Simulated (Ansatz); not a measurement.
Relaxation of a periodic cell of 17 atoms, Li$_{16}$B (host Li, host structure bcc, interstitial B), to a largest force component of 0.08 eV/Å in at most 25 steps.

Theory: Ansatz, DFT PBE, scalar-relativistic, plane waves, PAW. Settings: accuracy low, cutoff 420 eV, k mesh 2x2x2, fermi-dirac smearing 0.15 eV, no spin polarisation.

```xyz
17
Lattice="6.9800 0.0000 0.0000 0.0000 6.9800 0.0000 0.0000 0.0000 6.9800" Properties=species:S:1:pos:R:3:forces:R:3
Li 0.000 0.000 0.000 -0.64 -1.08 0.03
Li 3.490 0.000 0.000 -0.31 0.15 -0.01
Li 0.000 3.490 0.000 -0.55 0.92 0.02
Li 0.000 0.000 3.490 0.02 0.01 0.01
Li 1.745 1.745 1.745 0.46 0.01 0.72
Li 3.490 3.490 0.000 -0.30 -0.15 -0.01
Li 3.490 0.000 3.490 0.04 -0.04 0.00
Li 5.235 1.745 1.745 0.30 0.00 -0.15
Li 0.000 3.490 3.490 0.02 0.00 0.01
Li 1.745 5.235 1.745 -0.02 0.00 0.00
Li 1.745 1.745 5.235 0.71 0.01 -1.17
Li 3.490 3.490 3.490 0.04 0.04 0.00
Li 5.235 5.235 1.745 -0.04 0.00 0.04
Li 5.235 1.745 5.235 0.32 0.00 0.15
Li 1.745 5.235 5.235 -0.02 0.00 0.01
Li 5.235 5.235 5.235 -0.04 0.00 -0.03
B 0.861 1.730 -0.044 0.02 0.14 0.37
```

Question: Where does it end, and by what steps?

Answer: The run converged. The threshold is loose, so the end isn't yet a minimum. Limits of this set-up: coarse k mesh, odd electron count without spin, low accuracy level. After 4 steps the energy has fallen by 1.009 eV; Li2 moved furthest, 0.58 Å. Joined: Li1–Li3, Li2–Li6, Li5–Li11, Li8–Li14.

| step | energy less start (eV) | largest force component (eV/Å) | accepted |
| --- | --- | --- | --- |
| 0 | 0.0000 | 1.166 | yes |
| 1 | -0.5649 | 0.576 | yes |
| 2 | -0.8545 | 0.122 | yes |
| 3 | -0.9911 | 0.106 | yes |
| 4 | -1.0086 | 0.047 | yes |

```xyz
17
Lattice="6.9800 0.0000 0.0000 0.0000 6.9800 0.0000 0.0000 0.0000 6.9800" Properties=species:S:1:pos:R:3
Li 0.066 -0.312 -0.001
Li 2.986 0.295 -0.004
Li 0.068 3.798 -0.001
Li -0.131 -0.198 3.489
Li 1.674 1.745 2.050
Li 2.988 3.194 -0.004
Li 3.776 0.180 3.486
Li 5.735 1.744 1.447
Li -0.131 3.687 3.489
Li 1.875 5.235 1.942
Li 1.679 1.745 4.920
Li 3.775 3.309 3.486
Li 4.949 5.234 1.563
Li 5.739 1.744 5.528
Li 1.874 5.235 5.037
Li 4.947 5.234 5.414
B 0.872 1.743 -0.007
```

Whether the end is a true minimum wasn't checked by a vibrational analysis.

The run took 24 s on 1 thread of Arm Neoverse V1, with other jobs on the host, peak memory 0.5 GiB.
